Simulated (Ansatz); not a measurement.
Relaxation of CH7NOSi (11 atoms, charge 0, multiplicity 1), to a largest force component of 0.02 eV/Å in at most 40 steps.

Level of theory: RHF/def2-SVP (Ansatz 0.2.0).

```xyz
11
Properties=species:S:1:pos:R:3
Si 0.000 0.000 0.000
O 0.000 0.000 1.680
C -1.111 -0.344 2.494
H -1.814 -0.978 1.914
H -0.758 -0.904 3.386
H -1.631 0.581 2.821
H 1.377 0.000 -0.486
H -0.688 1.191 -0.486
N -0.857 -1.485 -0.606
H -1.392 -2.101 0.070
H -0.822 -1.734 -1.636
```

Problem. Where does it end, and by what steps?

Solution. The forces met the threshold. After 20 steps the energy has fallen by 0.620 eV; H10 moved furthest, 1.29 Å.

| step | energy less start (eV) | largest force component (eV/Å) | accepted |
| --- | --- | --- | --- |
| 0 | 0.0000 | 2.681 | yes |
| 1 | -0.3838 | 1.204 | yes |
| 2 | -0.4549 | 0.357 | yes |
| 3 | -0.4821 | 0.192 | yes |
| 4 | -0.4979 | 0.935 | yes |
| 5 | -0.5476 | 0.282 | yes |
| 6 | -0.5667 | 0.445 | yes |
| 7 | -0.5971 | 0.383 | yes |
| 8 | -0.6099 | 0.289 | yes |
| 9 | -0.6117 | 0.089 | yes |
| 10 | -0.6153 | 0.050 | yes |
| 11 | -0.6086 | 0.825 | no |
| 12 | -0.6173 | 0.036 | yes |
| 13 | -0.6137 | 0.669 | no |
| 14 | -0.6162 | 0.108 | no |
| 15 | -0.6181 | 0.022 | yes |
| 16 | -0.6190 | 0.153 | yes |
| 17 | -0.6194 | 0.106 | yes |
| 18 | -0.6199 | 0.046 | yes |
| 19 | -0.6201 | 0.024 | yes |
| 20 | -0.6202 | 0.019 | yes |

```xyz
11
Properties=species:S:1:pos:R:3
Si 0.038 -0.173 0.054
O -0.036 -0.271 1.701
C -1.171 -0.268 2.504
H -1.861 -1.072 2.232
H -0.871 -0.413 3.542
H -1.710 0.683 2.436
H 1.478 -0.203 -0.248
H -0.602 1.089 -0.390
N -0.778 -1.430 -0.779
H -0.471 -2.382 -0.782
H -1.714 -1.334 -1.117
```

Whether the end is a true minimum wasn't checked by a vibrational analysis.

The run took 49 s on 1 thread of Arm Neoverse V1, on a shared host, peak memory 0.17 GiB.
